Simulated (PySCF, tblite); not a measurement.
Compound: trans-1,4-dimethylcyclohexane, C8H16.
Geometry (GFN2-xTB, Å), atoms numbered from 1 in this order:
```xyz
24
C8H16 angstrom
C     -2.8955    0.3781   -0.0907
C     -1.4281    0.0928   -0.3966
C     -0.5696    1.3370   -0.1681
C      0.8995    1.0534   -0.4678
C      1.4272   -0.0915    0.3974
C      2.8948   -0.3765    0.0909
C      0.5682   -1.3354    0.1688
C     -0.9006   -1.0516    0.4691
H     -3.0167    0.6715    0.9500
H     -3.2687    1.1843   -0.7186
H     -3.5034   -0.5060   -0.2694
H     -1.3412   -0.2005   -1.4493
H     -0.6723    1.6563    0.8721
H     -0.9237    2.1524   -0.8034
H      1.4922    1.9541   -0.2906
H      1.0090    0.7849   -1.5215
H      1.3410    0.2013    1.4504
H      3.0158   -0.6717   -0.9494
H      3.5023    0.5085    0.2677
H      3.2685   -1.1815    0.7201
H      0.6701   -1.6542   -0.8716
H      0.9230   -2.1510    0.8034
H     -1.0100   -0.7829    1.5228
H     -1.4935   -1.9519    0.2918
```

Level of theory: PBE0/pcSseg-1 in PySCF (dipole) on a GFN2-xTB geometry, gas phase.

Take the most abundant isotopes and a rigid rotor. The values belong to one conformer with, in the numbering `[CH3:1][C@H:2]1[CH2:3][CH2:4][C@H:5]([CH3:6])[CH2:7][CH2:8]1`, C1–C2–C3–C4 180°, C2–C3–C4–C5 -58°, C3–C4–C5–C6 180°, C4–C5–C7–C8 -57°.

(1) Give the principal moments of inertia and the rotational constants in MHz.

(2) What kind of rotor is it?

(3) Is it planar, by Δ = Ic − Ia − Ib?

(4) Give the other two planar moments, Paa and Pbb, and the rms extents of the mass along the axes.

(5) List the rotational levels J(Ka,Kc) to J = 3 (K).

## Answers

(1) Ia = 121.43, Ib = 377.86, Ic = 462.13 u·Å²; 505379 MHz·u·Å²/I gives A = 4162, B = 1337, C = 1094 MHz.

(2) An asymmetric top. Ray's parameter κ = (2B − A − C)/(A − C) = -0.841; −1 is the prolate and +1 the oblate limit.

(3) Not planar: Δ = Ic − Ia − Ib = -37.16 u·Å². For a rigid frame Δ = −2 Σ m c², so Σ m c² = 18.58 u·Å² lies off the ab plane: 13.98 from hydrogen and 4.60 from heavier atoms. The atom farthest from that plane is 1.43 Å away.

(4) Paa = Σ m a² = (Ib + Ic − Ia)/2 = 359.28 and Pbb = Σ m b² = (Ia + Ic − Ib)/2 = 102.85 u·Å². With the mass M = 112.13 u, the rms extents √(P/M) along a, b and c are 1.79, 0.96, 0.41 Å.

(5) Above 0(0,0), as E/k:
J = 1: 1(0,1) 0.117, 1(1,1) 0.252, 1(1,0) 0.264
J = 2: 2(0,2) 0.349, 2(1,2) 0.474, 2(1,1) 0.509, 2(2,1) 0.916, 2(2,0) 0.916
J = 3: 3(0,3) 0.696, 3(1,3) 0.806, 3(1,2) 0.876, 3(2,2) 1.266, 3(2,1) 1.269, 3(3,1) 1.973, 3(3,0) 1.973
Those of J = 1 are B + C, A + C and A + B.

The point group C2h allows no dipole (computed: 0.00 D), so a rigid rotor has no electric-dipole lines.

Q: Estimate the classical rotational partition function at 10 K, 50 K and 298.15 K.

A: Point group C2h, symmetry number σ = 2; q = (√π/σ)·√((kT/h)³/(ABC)), k/h = 20836.6 MHz/K: 1080 at 10 K, 12100 at 50 K, 176000 at 298.15 K.

Its GFN2-xTB frequencies are all real (lowest 103 cm⁻¹). These are rigid-rotor constants of the computed structure; measured ground-state constants (B0) also hold zero-point vibration. A rigid rotor knows nothing of internal rotation, which can split or shift real lines.
